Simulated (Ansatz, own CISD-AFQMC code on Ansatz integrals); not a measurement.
CH2B2, SMILES `B=C=B` (charge 0, multiplicity 1).

Cartesian coordinates (Å):
```xyz
5

B      1.2529     0.1094     0.4510
C      0.0004    -0.1411    -0.0011
B     -1.2528    -0.3919    -0.4514
H      2.3376     0.3262     0.8426
H     -2.3380    -0.6092    -0.8412
```
Charge 0, multiplicity 1.

Frozen-core energies in cc-pVDZ from Ansatz (a quantum-chemistry and plane-wave program) at a geometry from PBE0-D3(BJ)/def2-TZVP; the HF reference has <S^2> = 0.00 and the T1 diagnostic is 0.018.

```csv
level,energy (Ha)
HF,-88.31331
MP2,-88.59159
CCSD,-88.61224
CCSD(T),-88.62938
```

Q: Estimate the energies of CCSDT, phaseless AFQMC, CISD trial (own CISD-AFQMC code on Ansatz integrals; ±0.40 mHa) and CCSDT(Q), and give each level's difference from CCSDT(Q).

A: 
| level | energy (Ha) | difference from CCSDT(Q) (mHa) |
|---|---|---|
| MP2 | -88.59159 | 40.17 |
| CCSD | -88.61224 | 19.53 |
| CCSD(T) | -88.62938 | 2.38 |
| CCSDT | -88.63033 | 1.43 |
| phaseless AFQMC, CISD trial (own CISD-AFQMC code on Ansatz integrals; ±0.40 mHa) | -88.63011 | 1.65 |
| CCSDT(Q) | -88.63176 | 0.00 |
